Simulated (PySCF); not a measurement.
## Dipole response of Ti⁺ (titanium, charge +1)

[Ar] 3d2 4s1, high-spin 4F determinant. Calculation: PySCF 2.14, in aug-cc-pVTZ; the non-relativistic Hamiltonian (point nucleus). Coupled (time-dependent) response in atomic units; α is the mean over directions.

| method | mean α (bohr³) | C₆ (like pair) | S(−4) |
| --- | --- | --- | --- |
| wB97M-V | 60.19 | 401.9 | 3374 |

S(−4) is the Cauchy moment in α(ω) = α(0) + S(−4) ω² + …

α(iu) at wB97M-V:

| u (hartree) | α(iu) (bohr³) |
| --- | --- |
| 0 | 60.19 |
| 0.0500 | 52.89 |
| 0.100 | 39.32 |
| 0.200 | 20.85 |
| 0.300 | 12.81 |
| 0.500 | 6.832 |
| 0.750 | 4.268 |
| 1.00 | 3.085 |
| 1.50 | 1.915 |
| 2.00 | 1.320 |
| 3.00 | 0.7353 |
| 5.00 | 0.3211 |

A single London oscillator, α(iu) = α/(1 + u²/ω²), gives C₆ = (3/4) ω α². Matching the computed C₆ needs ω = 4 × 401.9 / (3 × 60.19²) = 0.148 hartree.

For an ion, C₆ is the dispersion term alone; charge-induced terms of lower order in 1/R come first.
